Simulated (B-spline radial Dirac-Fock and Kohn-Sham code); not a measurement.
## What relativity does to the binding energies of Pb⁷⁶⁺

System: the Pb⁷⁶⁺ ion, 1s2 2s2 2p2.

Both columns are ΔSCF binding energies of the configuration average from a radial finite-basis atomic code: non-relativistic Hartree-Fock with a point nucleus, and Dirac-Fock with a finite nucleus and the Coulomb interaction alone, averaged over the two j levels with weights 2j+1.

```tsv
shell	Hartree-Fock (eV)	Dirac-Fock (eV)	shift (eV)	shift (%)
1s	88203.9	97701.6	+9497.64	+10.77
2s	21020.9	23881.7	+2860.81	+13.61
2p	20815.9	21989.7	+1173.79	+5.64
```

Relativity binds 1s, 2s, 2p more strongly, among those listed most of all 2s in relative terms.

Values without a named source are computed, but for edge energies of neutral atoms, which are taken from tables.
